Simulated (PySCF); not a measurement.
How methods differ on the ionisation energy of Ge²⁺

Ge²⁺ [Ar] 3d10 4s2 (1S) → Ge³⁺ [Ar] 3d10 4s1 (2S), as a difference of total energies. Computed with PySCF 2.14 in pcseg-2 (6s5p3d1f, 43 functions), with the non-relativistic Hamiltonian (point nucleus). Correlated levels: valence: [Ar] 3d10 frozen. The calculations carry no spin-orbit coupling.

```json
{"method": "UHF", "ionisation energy (eV)": "31.692", "difference from reference (eV)": "-2.366"}
{"method": "LDA", "ionisation energy (eV)": "34.246", "difference from reference (eV)": "+0.188"}
{"method": "TPSS", "ionisation energy (eV)": "33.525", "difference from reference (eV)": "-0.533"}
{"method": "MP2 (valence)", "ionisation energy (eV)": "32.472", "difference from reference (eV)": "-1.586"}
{"method": "SCS-MP2 (valence)", "ionisation energy (eV)": "32.628", "difference from reference (eV)": "-1.430"}
{"method": "CCSD (valence)", "ionisation energy (eV)": "32.779", "difference from reference (eV)": "-1.279"}
```

Reference: 34.058 eV (measured; NIST Atomic Spectra Database, ionization energies).

These non-relativistic numbers lack the scalar-relativistic shift.

Errors of the correlated levels include the incompleteness of this basis and the frozen core.

With two correlated electrons CCSD is exact in that space.
